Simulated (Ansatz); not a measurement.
## A relaxation, step by step

SiH₃ClO₂, singlet, PBE0-D4/def2-TZVP (Ansatz 0.2.0). Settings:

```yaml
hamiltonian: {xc: pbe0, dispersion: d4}
relax: {f_tol: 0.005, max_steps: 200}
```

Start, a step off a saddle point along its unstable mode:

Si1  (-0.708, 0.273, 0.375)
O2  (1.087, 0.113, -0.500)
O3  (-1.232, 0.620, -0.985)
H4  (0.696, 0.204, -1.139)
H5  (-0.395, 1.180, 1.499)
Cl6  (-0.904, -1.603, 1.207)
H7  (1.457, -0.788, -0.458)
(Å)

```csv
step,energy less the last (meV),largest force component (eV/Å)
1,2215.8,20.744
2,42.5,0.656
3,21.5,0.503
4,7.4,0.303
5,3.5,0.285
6,1.9,0.133
7,0.6,0.044
8,0.1,0.039
9,0.0,0.022
10,0.0,0.006
11,0.0,0.004
```

Step 4, positions (Å) and forces (eV/Å):

```csv
atom,x,y,z,Fx,Fy,Fz
Si1,-0.690,0.271,0.359,0.029,0.104,-0.244
O2,1.095,0.075,-0.398,-0.301,0.118,-0.262
O3,-1.366,0.663,-0.955,0.078,-0.058,0.192
H4,0.750,0.247,-1.308,0.165,-0.071,0.303
H5,-0.381,1.174,1.481,-0.015,-0.002,0.013
Cl6,-0.860,-1.607,1.185,0.019,-0.025,0.004
H7,1.451,-0.823,-0.365,0.024,-0.066,-0.005
```

Step 6, positions (Å) and forces (eV/Å):

```
atom       x       y       z      Fx      Fy      Fz
 Si1  -0.681   0.279   0.350  -0.072   0.016  -0.026
  O2   1.077   0.071  -0.397  -0.010   0.005  -0.133
  O3  -1.379   0.674  -0.948   0.009  -0.007   0.045
  H4   0.769   0.237  -1.314   0.061  -0.009   0.093
  H5  -0.385   1.175   1.483   0.010  -0.002  -0.002
 Cl6  -0.833  -1.608   1.172   0.004  -0.005   0.003
  H7   1.432  -0.828  -0.347  -0.001   0.003   0.019
```

Step 9, positions (Å) and forces (eV/Å):

```
atom       x       y       z      Fx      Fy      Fz
 Si1  -0.694   0.283   0.346  -0.022  -0.004   0.011
  O2   1.071   0.070  -0.401   0.015  -0.001  -0.006
  O3  -1.419   0.681  -0.933   0.004   0.003  -0.005
  H4   0.814   0.230  -1.328  -0.003   0.002  -0.004
  H5  -0.374   1.172   1.478   0.002   0.002   0.002
 Cl6  -0.826  -1.610   1.164   0.005   0.003  -0.002
  H7   1.428  -0.826  -0.326  -0.001  -0.004   0.004
```

Last step (11):

```
atom    x (Å)    y (Å)    z (Å)
 Si1  -0.6945   0.2832   0.3466
  O2   1.0724   0.0695  -0.4011
  O3  -1.4172   0.6821  -0.9338
  H4   0.8126   0.2300  -1.3280
  H5  -0.3760   1.1720   1.4788
 Cl6  -0.8243  -1.6094   1.1639
  H7   1.4271  -0.8277  -0.3265
```

The run took about 37 s on 2 CPU threads of an Arm Neoverse V2 (shared host).
